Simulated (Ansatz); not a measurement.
`[NH2][Cd][F]` + H₂S → `[NH2][Cd][SH]` + H–F at 500 K and 1 bar (ligand exchange at a Cd–F bond).

Computed with Ansatz on PBE0-D4/def2-TZVP structures; ΔE is electronic, products minus reactants. CCSD(T)/CBS adds triple-zeta CCSD(T) − MP2 to the extrapolated MP2 energy (def2 sets, frozen cores). This one scheme is used for every species. Elements past krypton have def2 core potentials. For Cd outer-core shells are correlated without core-valence functions, which leaves a few kJ/mol of doubt a bond. Each species was taken in one conformer, which may not be the lowest.

```tsv
species	CCSD(T)/CBS energy (Eh)	H − E (kJ/mol)	S (J/(mol·K))
`[NH2][Cd][F]`	-323.42384	98.7	329.4
H₂S	-398.97279	57.0	224.0
`[NH2][Cd][SH]`	-622.02217	123.5	366.2
H–F	-100.39570	39.4	188.7
```

H − E and S are ideal-gas, rigid-rotor, harmonic terms from PBE0-D4/def2-TZVP, for one conformer and one mirror image of each species. 1 Eh = 2625.50 kJ/mol, R = 8.31446 J/(mol·K).

Question: By hand: ΔE, ΔH, ΔS and ΔG.

Answer: ΔE = (-622.02217) + (-100.39570) − (-323.42384) − (-398.97279) = -0.02124 Eh = -55.8 kJ/mol. Δ(H − E) = 123.5 + 39.4 − 98.7 − 57.0 = 7.2, so ΔH = -48.6 kJ/mol. ΔS = 366.2 + 188.7 − 329.4 − 224.0 = 1.5 J/(mol·K). ΔG = -48.6 − 500 × (1.5)/1000 = -49.4 kJ/mol.

Question: By hand: the equilibrium constant, and the temperature at which ΔG would vanish if ΔH and ΔS stayed fixed.

Answer: log₁₀ K = −ΔG/(RT ln 10) = 5.2. ΔH and −TΔS have one sign here, so there is no such temperature.

The number of gas molecules stays the same, so ΔS is small and ΔH decides. A doubt of 5 kJ/mol in ΔE shifts log₁₀ K by 0.5 here. Other conformers and mirror images would add mixing entropy, several J/(mol·K) or more a flexible species. These are equilibria of isolated gas molecules and say nothing of rates. Largest T1 diagnostic: 0.016 (customary marks: 0.02 for closed shells, 0.045 for open ones).

ΔS is within the doubt of such terms, so its sign, and with it that verdict, could turn.
